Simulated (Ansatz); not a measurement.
System: C2H10Si2, net charge 0, singlet state. 
Coordinates optimised at B3LYP-D3(BJ)/def2-TZVP (Ansatz, a first-principles code):
SMILES: C[SiH](C)[SiH3]
```xyz
14

C     -1.3398     1.3758    -0.7059
Si    -0.5656    -0.0053     0.3121
C     -1.1060    -1.6886    -0.3340
Si     1.7746     0.1666     0.2569
H     -2.4300     1.3125    -0.6780
H     -1.0258     1.3122    -1.7499
H     -1.0498     2.3574    -0.3272
H     -1.0044     0.1331     1.7279
H     -0.7861    -1.8289    -1.3687
H     -0.6795    -2.4973     0.2620
H     -2.1937    -1.7842    -0.3022
H      2.2326     1.4797     0.7792
H      2.2712     0.0351    -1.1384
H      2.4142    -0.9010     1.0681
```

Quantity: vertical ionisation energy (to the doublet state of charge +1; each state is the SCF solution reached for its spin), in eV. Valence correlation only, unless marked. UHF or UKS for open shells. No spin-orbit coupling. Non-relativistic. CBS(X,Y): correlation extrapolated as X^-3; Hartree-Fock from the larger set. [CCSD(T)-MP2]/basis is that difference in the basis named.

| level | program | vertical ionisation energy (eV) |
|---|---|---|
| HF/aug-cc-pV(T+d)Z | Ansatz | 9.06 |
| HF/aug-cc-pV(Q+d)Z | Ansatz | 9.06 |
| SVWN5/def2-TZVPD | Ansatz | 9.55 |
| PBE/def2-TZVPD | Ansatz | 9.44 |
| B3LYP/def2-TZVPD | Ansatz | 9.67 |
| CAM-B3LYP/def2-TZVPD | Ansatz | 9.78 |
| B2PLYP/def2-TZVPD | Ansatz | 9.71 |
| MP2/aug-cc-pV(T+d)Z | Ansatz | 9.88 |
| RI-MP2/aug-cc-pV(T+d)Z | Ansatz | 9.87 |
| RI-MP2/aug-cc-pV(Q+d)Z | Ansatz | 9.93 |
| RI-MP2/CBS(aug-cc-pV(T+d)Z,aug-cc-pV(Q+d)Z) | Ansatz | 9.97 |
| SCS-MP2/aug-cc-pV(D+d)Z | Ansatz | 9.76 |
| CCSD(T)/aug-cc-pV(T+d)Z | Ansatz | 9.87 |
| RI-MP2/CBS(aug-cc-pV(T+d)Z,aug-cc-pV(Q+d)Z)+[CCSD(T)-MP2]/aug-cc-pV(D+d)Z | Ansatz | 9.97 |
| RI-MP2/CBS(aug-cc-pV(T+d)Z,aug-cc-pV(Q+d)Z)+[CCSD(T)-MP2]/aug-cc-pV(T+d)Z | Ansatz | 9.96 |
